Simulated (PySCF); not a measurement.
A structure optimised at PBE-D3(BJ)/def2-SVP, used in a PySCF frequency run:

```
C
H 1 1.1139
O 1 1.4720 2 110.10
Si 3 1.7229 1 105.43 2 -117.31
H 4 1.5057 3 112.19 1 -120.35
H 4 1.5065 5 108.00 3 124.11
Si 1 1.8896 2 111.70 3 115.91
F 7 1.6456 1 109.42 2 61.97
H 7 1.5004 8 108.17 1 121.47
H 7 1.5014 9 111.03 8 -118.89
Si 1 1.9483 2 111.61 3 -112.30
H 11 1.5043 1 115.69 2 0.17
H 11 1.5050 12 109.51 1 131.46
```

Task: Write its SMILES and formula.

Result: F[SiH2][C@H]1O[SiH2][SiH2]1, CH7FOSi3

Task: What are its rotational constants (standard atomic weights)?

Result: 3.5232, 1.1202, 0.92643 GHz
